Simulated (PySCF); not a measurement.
Computed structure and properties of [Lu(SH)4]−

System: [Lu(SH)4]− (singlet in the valence; each metal's 4f electrons, 14 of them, lie in its core potential, out of spins and levels); start: template (S4). Method: PySCF 2.14.0, RKS TPSS, Lu lcecp-1-SVP with ECP60, S def2-SVP, H def2-SVP; non-relativistic Hamiltonian with scalar-relativistic core potentials where named; density fitting; no spin-orbit coupling.

Input of the relaxation:

```python
mol = gto.M(atom='''
Lu    -0.00000     0.00000     0.00000
S      1.52750     1.52750     1.52750
H      2.63730     0.79880     1.71810
S     -1.52750    -1.52750     1.52750
H     -2.63730    -0.79880     1.71810
S      1.52750    -1.52750    -1.52750
H      0.79880    -2.63730    -1.71810
S     -1.52750     1.52750    -1.52750
H     -0.79880     2.63730    -1.71810''',
    basis={'Lu': 'lcecp-1-SVP', 'S': 'def2-SVP', 'H': 'def2-SVP'},
    ecp={'Lu': 'lcecp-1-SVP'},
    charge=-1, spin=0)
mf = dft.RKS(mol, xc='TPSS')
mf.grids.atom_grid = (50, 194)  # f atoms: unpruned, at least (60, 302)
mf = mf.density_fit()  # fitting sets: Lu AutoAux, S def2-universal-JKFIT, H def2-universal-JKFIT
mf.conv_tol = 1e-08; mf.max_cycle = 55
mf.kernel(dm0)  # dm0: converged density of the start geometry
# quasi-Newton relaxation in Cartesian coordinates to a largest gradient under 0.00045 Eh/bohr, steps kept in the point group
```

Run from Python with OMP_NUM_THREADS=2; the lines above give its settings. Where DIIS fails, smearing, a level shift and second-order steps follow.
It took 4.2 min on 2 threads of Arm Neoverse V1, with other jobs on the host, from the converged density of the start.

Course of the relaxation:

| step | energy above end (eV) | largest force component within the symmetry (eV/Å) |
| --- | --- | --- |
| 0 | 0.2346 | 0.447 |
| 1 | 0.1784 | 0.120 |
| 2 | 0.1230 | 0.460 |
| 3 | 0.0939 | 0.353 |
| 4 | 0.0580 | 0.134 |
| 5 | 0.0497 | 0.080 |
| 6 | 0.0481 | 0.032 |
| 7 | 0.0474 | 0.011 |
| 20 | 0.0012 | 0.037 |
| 21 | 0.0009 | 0.050 |
| 22 | 0.0004 | 0.025 |
| 23 | 0.0001 | 0.011 |
| 24 | 0.0000 | 0.006 |
| 25 | 0.0000 | 0.003 |
(The steps between are left out.)

Relaxed geometry (S4):

```xyz
9

Lu    0.0000    0.0000    0.0000
S     1.4287    1.5728    1.5177
H     1.8517    0.4996    2.2400
S    -1.4287   -1.5728    1.5177
H    -1.8517   -0.4996    2.2400
S     1.5727   -1.4287   -1.5176
H     0.4996   -1.8516   -2.2400
S    -1.5727    1.4287   -1.5176
H    -0.4996    1.8516   -2.2400
```

| contact | Å |
| --- | --- |
| Lu1–S2 (SH) | 2.611 |
| Lu1–S4 (SH) | 2.611 |
| Lu1–S6 (SH) | 2.611 |
| Lu1–S8 (SH) | 2.611 |

On the finer grid (75, 302):

The HOMO is -1.97 eV, the LUMO is 2.77 eV and the dipole about the centre of mass is 0.00 D. The set of Mulliken populations of Lu1 outside the core potential is s 2.48, p 6.54, d 1.45, f 0.03. The D3(BJ) dispersion energy (not in the energies) is -0.398 eV.

```csv
atom,Mulliken (e),Löwdin (e),spin (e)
Lu1,0.50,-0.66,0.00
S2,-0.45,-0.08,0.00
H3,0.07,0.00,0.00
S4,-0.45,-0.08,0.00
H5,0.07,0.00,0.00
S6,-0.45,-0.08,0.00
H7,0.07,0.00,0.00
S8,-0.45,-0.08,0.00
H9,0.07,0.00,0.00
```

The 4f levels lie in the core potential and are missing.

No frequency check is given for this geometry.

Taking off one SH (charge -1, singlet; the rest: singlet) in vacuum, both parts rigid, costs 4.63 eV; the small basis without counterpoise inflates it.

Rigid scan of SH along the line from its metal:

(distance to S2 (Å), energy (eV)): (2.31, 0.505), (2.41, 0.196), (2.51, 0.043), (2.61, 0.000), (2.71, 0.034), (2.81, 0.120), (3.01, 0.384), (3.31, 0.864), (3.71, 1.485), (4.21, 2.121)

One start shape was tried, so this needn't be the lowest isomer.

An lcecp potential fixes the number of 4f electrons, so in runs with it no electron can move into or out of that shell.
